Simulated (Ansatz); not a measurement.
Abridged output of a molecular run in Ansatz:

```
Functional definition: HF
1613 factors; integrals over basis functions are off by at most 1.0e-3 eV
mean field evaluation 1: about -65149.7255 eV, gradient 4.5e1 eV
mean field evaluation 2: about -65149.8559 eV, gradient 4.5e1 eV
mean field evaluation 4: about -65154.5651 eV, gradient 4.0e0 eV
mean field evaluation 8: about -65154.6520 eV, gradient 4.3e-1 eV
mean field -65154.65262323 eV, -2394.3893204938 hartree, gradient 4.0e-6 eV, S^2 0.000000; 0 other end points of the search recorded, 0 dependent functions left out
17 core orbitals not correlated: weight in the atoms' cores, before any rotation towards them, 1.000 or more for the frozen orbitals, at most 0.000 for the correlated occupied ones
reference -65154.65262323 eV, -2394.3893204938 hartree; 19, 19 occupied and 231, 231 virtual orbitals, 1613 factors
second order -24.91771959 eV of doubles, -0.00000000 eV of singles
cycle   1  -25.05626346 eV  change   -1.4e-1 eV  update   1.3e-1
cycle   2  -25.81180389 eV  change   -7.6e-1 eV  update   4.0e-2
cycle   3  -25.97324996 eV  change   -1.6e-1 eV  update   2.3e-2
cycle   4  -25.95151782 eV  change    2.2e-2 eV  update   6.4e-3
cycle   5  -25.95000859 eV  change    1.5e-3 eV  update   3.4e-3
cycle   6  -25.95116363 eV  change   -1.2e-3 eV  update   1.1e-3
cycle   7  -25.95073015 eV  change    4.3e-4 eV  update   4.7e-4
cycle   8  -25.95065673 eV  change    7.3e-5 eV  update   1.7e-4
cycle   9  -25.95075484 eV  change   -9.8e-5 eV  update   7.0e-5
cycle  10  -25.95076514 eV  change   -1.0e-5 eV  update   2.8e-5
perturbative correction -0.95601765 eV, -0.0351330006 hartree
Total energy: -65181.55940601 eV, -2395.3781265232 hartree
```

Its atoms:

```xyz
11

N     0.119   -1.854    0.730
Ga   -0.281   -0.177    0.142
Si    1.618    0.989   -0.786
B    -2.284    0.488    0.284
F    -2.671    1.216    1.321
H    -0.536   -2.488    1.155
H     1.045   -2.247    0.694
H     1.375    1.371   -2.207
H     2.859    0.163   -0.749
H     1.894    2.249   -0.039
H    -3.138    0.289   -0.545
```

Task: Which basis set was used?
A. def2-TZVPP
B. def2-TZVPPD
C. def2-QZVPP
D. def2-SVPD

Result: A. It gives 267 functions.

Task: Write the keys of the input that set method, charge and spin (a neutral closed shell needs none for the last two).

Result: 
```yaml
correlation: {method: ccsd_t}
```
